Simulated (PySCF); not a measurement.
## Cost of excited-state runs on `O=CO[C@@H]1CC[Si@H]1Br`, C4H7BrO2Si

Geometry (Å), atoms numbered from 1 in this order:
```xyz
15

O     2.021    1.368    0.281
C     2.392    0.262   -0.038
O     1.666   -0.813   -0.022
C     0.325   -0.615    0.442
C    -0.770   -1.189   -0.463
C    -1.772   -0.023   -0.377
Si   -0.384    1.162    0.237
Br   -0.754    2.147    2.179
H     3.412    0.055   -0.390
H     0.283   -1.034    1.452
H    -1.159   -2.151   -0.135
H    -0.385   -1.300   -1.477
H    -2.543   -0.221    0.366
H    -2.276    0.196   -1.315
H    -0.059    2.163   -0.761
```

PySCF with density fitting, on 1 thread of an Arm Neoverse V1, shared host. Command: `OMP_NUM_THREADS=1 python excited_run.py task.json out`

Q: How long does this run take, and how much memory?
- circular dichroism and optical rotation, LC-wPBE/def2-SVPD; 12 states

A: 
| run | level | basis functions | wall time | peak memory (GiB) |
| --- | --- | --- | --- | --- |
| circular dichroism and optical rotation | LC-wPBE/def2-SVPD | 247 | 2.7 min | 1.1 |

Times from a shared host are rough.
